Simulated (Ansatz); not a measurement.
Input for Ansatz (a quantum-chemistry and plane-wave program): R-PBE0/def2-TZVPP on 1,1-difluoroethane (SMILES CC(F)F), a point of a torsion scan.

Ansatz 0.2 input:
```yaml
crystal:
  periodic: [false, false, false]
  atoms:
    - {symbol: C, position_ang: [-0.79263769, -0.10252084, -0.00776812]}
    - {symbol: C, position_ang: [0.71158697, 0.07275819, -0.02253164]}
    - {symbol: F, position_ang: [1.05495258, 1.36308093, 0.21475360]}
    - {symbol: F, position_ang: [1.28670005, -0.64766968, 0.97526324]}
    - {symbol: H, position_ang: [-1.21642354, 0.21940476, -0.95388361]}
    - {symbol: H, position_ang: [-1.02012639, -1.15480550, 0.14222796]}
    - {symbol: H, position_ang: [-1.21929350, 0.47557702, 0.80760769]}
    - {symbol: H, position_ang: [1.19100523, -0.23394062, -0.96488218]}
basis:
  gaussian:
    orbitals: def2-TZVPP
hamiltonian:
  xc: {name: PBE0}
scf: {lower_state_search: off}
```

The head of its log:

```
WARN ansatz: RAYON_NUM_THREADS=1 ignored (pool sized by the plan → 1); use --threads N
Functional definition: PBE0
these checks for a lower state are left out or cut short: stability, starts, cluster_reference, orbital_swaps, neighbouring_geometries, increment
integrals: 0.07 GiB planned
908 factors; their error is unknown
mean field: 0.72 GiB planned
mean field evaluation 1: about -7564.4329 eV, gradient 4.7e1 eV
mean field evaluation 2: about -7564.2400 eV, gradient 4.7e1 eV
```

### Question
Give the final energy of this run.

### Answer
-278.1446 hartree.
